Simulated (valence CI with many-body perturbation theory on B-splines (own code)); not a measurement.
## E1 line list for Ca5+

Calculated by configuration interaction combined with many-body perturbation theory (CI+MBPT): five valence electrons over a frozen Dirac-Fock core [Ne], radial functions for each j: 11 s, 11 p, 10 d, 8 f, 5 g, 2 h, with the one-electron correlation potential Σ1, the two-electron term Σ2, the three-electron term Σ3, Breit, model QED; selected CI, second order for the rest, scaled by the run's own slope (own B-spline code, finite nucleus).

Set against measurement, 6 paired levels are off by 111 cm⁻¹ on average, the worst by 180. These come from a selection out of Sugar and Corliss, J. Phys. Chem. Ref. Data 8, 865 (1979). Levels without a partner in it may be off by more. Among the levels kept, up to 3400 cm⁻¹ of a level comes from second order outside the variational space, and about a tenth of that is noise between levels of different J, which matters for small intervals.

Lines 301 to 350 of 576 in falling wavelength, among levels below 564500 cm⁻¹, chosen from the strongest by gf and those to the six lowest levels. Wavelengths and rates use the calculated energies, so an error of 100 cm⁻¹ moves a line at 388.8 Å by 0.039 % and its rate by three times that or more. Electric multipoles are in the length gauge, E1 and E2 with the static RPA response of the core. Weak lines are less certain than strong ones. Lines between different terms over intervals too small for the method are left out, as are lines whose strength nearly cancels. Where a level lies close to another of its J and parity, the split of strength between their lines is uncertain. The highest levels of a list are the least certain.

Names give the largest LS component (configuration and term), which can be under half, so a name can repeat, a term be missing and a line seem to break the LS rules; names also repeat where a configuration has a term twice. Letters in brackets count levels of one name in rising energy.

| λ vac (Å) | Upper | Lower | A (s⁻¹) | log gf | Branch % |
| --- | --- | --- | --- | --- | --- |
| 388.8 | 3s2 3p 3d2 4G°_7/2 | 3s2 3p2 3d 4F_7/2 | 7.59e+08 | -0.86 | 9.8 |
| 388.7 | 3s2 3p2 4p 2F°_7/2 | 3s2 3p2 3d 4D_7/2 | 5.00e+08 | -1.04 | 3.4 |
| 388.6 | 3s2 3p2 4p 2F°_5/2 | 3s2 3p2 3d 2F_5/2 [a] | 7.18e+08 | -1.01 | 5.3 |
| 388.3 | 3s2 3p 3d2 4G°_5/2 | 3s2 3p2 3d 4F_5/2 | 8.23e+08 | -0.95 | 10.1 |
| 388.2 | 3s2 3p2 4p 2S°_1/2 | 3s2 3p2 3d 2P_3/2 [a] | 2.39e+09 | -0.97 | 53.3 |
| 388.1 | 3s2 3p 3d2 2H°_9/2 | 3s2 3p2 3d 2G_7/2 | 8.50e+09 | 0.28 | 98.9 |
| 387.8 | 3s2 3p2 4p 2D°_5/2 [c] | 3s2 3p2 3d 2F_7/2 [a] | 2.21e+09 | -0.52 | 18.6 |
| 387.5 | 3s2 3p 3d2 4G°_11/2 | 3s2 3p2 3d 4F_9/2 | 7.29e+09 | 0.29 | 99.8 |
| 387.4 | 3s2 3p 3d2 4G°_9/2 | 3s2 3p2 3d 4F_7/2 | 6.83e+09 | 0.19 | 92.3 |
| 387.3 | 3s 3p3 3d 2D°_3/2 [d] | 3s2 3p2 3d 2F_5/2 [a] | 7.81e+09 | -0.15 | 42.9 |
| 387.2 | 3s2 3p 3d2 4G°_7/2 | 3s2 3p2 3d 4F_5/2 | 6.44e+09 | 0.06 | 83.3 |
| 387.2 | 3s2 3p 3d2 4G°_5/2 | 3s2 3p2 3d 4F_3/2 | 6.35e+09 | -0.07 | 77.9 |
| 386.9 | 3s 3p3 3d 2D°_5/2 [c] | 3s2 3p2 3d 4D_7/2 | 3.72e+09 | -0.30 | 25.1 |
| 386.4 | 3s2 3p2 3d 2D_3/2 [a] | 3s2 3p3 2P°_3/2 | 4.34e+07 | -2.41 | 0.7 |
| 385.6 | 3s2 3p2 3d 2D_3/2 [a] | 3s2 3p3 2P°_1/2 | 7.51e+06 | -3.17 | 0.1 |
| 385.1 | 3s2 3p 3d2 2F°_5/2 | 3s2 3p2 3d 2G_7/2 | 5.77e+09 | -0.11 | 19.6 |
| 384.4 | 3s2 3p 3d2 2H°_11/2 | 3s2 3p2 3d 2G_9/2 | 8.50e+09 | 0.35 | 99.8 |
| 383.2 | 3s2 3p2 4p 2D°_5/2 [c] | 3s2 3p2 3d 4D_7/2 | 1.66e+09 | -0.66 | 14.0 |
| 383.0 | 3s2 3p 3d2 2F°_7/2 | 3s2 3p2 3d 2G_9/2 | 5.79e+09 | 0.01 | 19.9 |
| 382.5 | 3s 3p3 3d 2F°_7/2 [d] | 3s2 3p2 3d 2F_7/2 [a] | 1.10e+09 | -0.71 | 4.1 |
| 382.5 | 3s2 3p2 3d 2D_5/2 [a] | 3s2 3p3 2P°_3/2 | 5.87e+07 | -2.11 | 0.8 |
| 382.3 | 3s2 3p2 4p 2D°_3/2 [b] | 3s2 3p2 3d 2F_5/2 [a] | 2.05e+09 | -0.75 | 21.4 |
| 380.0 | 3s2 3p2 4p 2P°_3/2 [a] | 3s 3p4 2S_1/2 | 2.03e+09 | -0.75 | 13.4 |
| 377.8 | 3s 3p3 4s 4S°_3/2 | 3s2 3p2 3d 4P_3/2 | 1.38e+09 | -0.93 | 5.5 |
| 377.2 | 3s 3p3 3d 2F°_5/2 [d] | 3s2 3p2 3d 2F_5/2 [a] | 1.25e+09 | -0.80 | 4.3 |
| 377.0 | 3s2 3p2 4p 2D°_3/2 [a] | 3s2 3p2 3d 2P_1/2 [a] | 1.13e+09 | -1.02 | 7.9 |
| 376.2 | 3s 3p3 4s 4S°_3/2 | 3s2 3p2 3d 4P_5/2 | 2.09e+09 | -0.75 | 8.4 |
| 374.0 | 3s 3p3 3d 2D°_5/2 [b] | 3s 3p4 2D_5/2 | 1.94e+09 | -0.61 | 20.3 |
| 373.6 | 3s2 3p2 3d 2P_3/2 [b] | 3s2 3p3 2D°_5/2 | 2.54e+10 | 0.33 | 76.6 |
| 373.1 | 3s2 3p2 3d 2P_3/2 [b] | 3s2 3p3 2D°_3/2 | 5.12e+09 | -0.37 | 15.4 |
| 372.6 | 3s 3p3 3d 2D°_3/2 [b] | 3s 3p4 2D_3/2 | 2.43e+09 | -0.69 | 24.8 |
| 372.1 | 3s2 3p2 4p 2D°_5/2 [a] | 3s2 3p2 3d 2P_3/2 [a] | 1.33e+09 | -0.78 | 9.0 |
| 370.7 | 3s 3p3 3d 4D°_1/2 [d] | 3s2 3p2 3d 2P_1/2 [a] | 2.42e+09 | -1.00 | 9.1 |
| 369.7 | 3s2 3p2 3d 2P_1/2 [b] | 3s2 3p3 2D°_3/2 | 2.77e+10 | 0.05 | 83.3 |
| 369.1 | 3s2 3p2 3d 4P_5/2 | 3s2 3p3 2D°_5/2 | 1.28e+08 | -1.80 | 0.3 |
| 368.6 | 3s2 3p2 3d 4P_5/2 | 3s2 3p3 2D°_3/2 | 1.65e+07 | -2.70 | 0.0 |
| 368.2 | 3s2 3p2 4p 2P°_1/2 [a] | 3s2 3p2 3d 2P_1/2 [a] | 5.51e+09 | -0.65 | 28.2 |
| 367.8 | 3s2 3p2 4p 2P°_1/2 [b] | 3s 3p4 2S_1/2 | 5.65e+09 | -0.64 | 54.3 |
| 367.6 | 3s2 3p2 3d 4P_3/2 | 3s2 3p3 2D°_5/2 | 5.57e+07 | -2.35 | 0.1 |
| 367.1 | 3s2 3p2 4p 2P°_3/2 [a] | 3s2 3p2 3d 2P_1/2 [a] | 1.29e+09 | -0.98 | 8.5 |
| 367.1 | 3s2 3p2 3d 4P_3/2 | 3s2 3p3 2D°_3/2 | 1.21e+08 | -2.01 | 0.3 |
| 366.9 | 3s2 3p2 4p 2P°_3/2 [b] | 3s 3p4 2S_1/2 | 6.50e+09 | -0.28 | 62.8 |
| 366.2 | 3s2 3p2 3d 4P_1/2 | 3s2 3p3 2D°_3/2 | 4.33e+08 | -1.76 | 0.9 |
| 364.4 | 3s2 3p2 4p 2P°_3/2 [a] | 3s2 3p2 3d 2P_3/2 [a] | 6.58e+09 | -0.28 | 43.3 |
| 363.8 | 3s2 3p 3d2 2G°_7/2 | 3s2 3p2 3d 2G_9/2 | 7.31e+08 | -0.94 | 2.3 |
| 363.3 | 3s2 3p 3d2 2G°_7/2 | 3s2 3p2 3d 2G_7/2 | 2.27e+10 | 0.56 | 70.7 |
| 363.3 | 3s2 3p2 4p 2D°_5/2 [b] | 3s2 3p2 3d 2P_3/2 [a] | 1.24e+09 | -0.83 | 5.0 |
| 363.3 | 3s2 3p 3d2 2G°_9/2 | 3s2 3p2 3d 2G_9/2 | 2.34e+10 | 0.67 | 72.5 |
| 362.4 | 3s2 3p2 3d 2D_5/2 [b] | 3s2 3p3 2P°_3/2 | 1.86e+09 | -0.66 | 5.2 |
| 361.7 | 3s2 3p2 3d 2D_3/2 [b] | 3s2 3p3 2P°_3/2 | 9.08e+06 | -3.15 | 0.0 |

Problem. How does gf follow from A for the line at 369.1 Å?

Solution. gf = 1.4992 × (2J+1)_upper × A / σ², with σ = 270920 cm⁻¹ and 2J+1 = 6: gf = 0.0157.
